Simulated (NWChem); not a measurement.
CH₉NSi₂; SMILES N[Si@H](C)[SiH3]

```xyz
13

C     -1.5490     1.3437     0.2061
Si     0.0542     0.5439    -0.3903
N      1.4175     1.3863     0.3373
Si     0.0002    -1.7726     0.1018
H     -1.5383     2.4312    -0.0102
H     -1.6784     1.2084     1.2996
H     -2.4268     0.8892    -0.2965
H      0.2132     0.7090    -1.8807
H      1.5020     1.3288     1.3575
H      2.3371     1.2029    -0.0764
H      1.2660    -2.4538    -0.3582
H     -0.0914    -1.9740     1.5966
H     -1.1655    -2.5009    -0.5234
```
Atoms are numbered in this order, from 1.

Results from NWChem. Pople sets run with spherical d functions. Coordinates come from a PBE-D3(BJ)/def2-SVP optimisation. No frequency run checked for a minimum. Static field.

```csv
level,isotropic polarisability (bohr³),anisotropy (bohr³)
PBE/6-31+G*,80.6,23.7
B3LYP/6-31+G*,77.2,20.6
LC-BLYP (range parameter 0.33 per bohr)/6-31+G*,76.3,18.8
BHandHLYP/6-31+G*,73.4,17.3
```
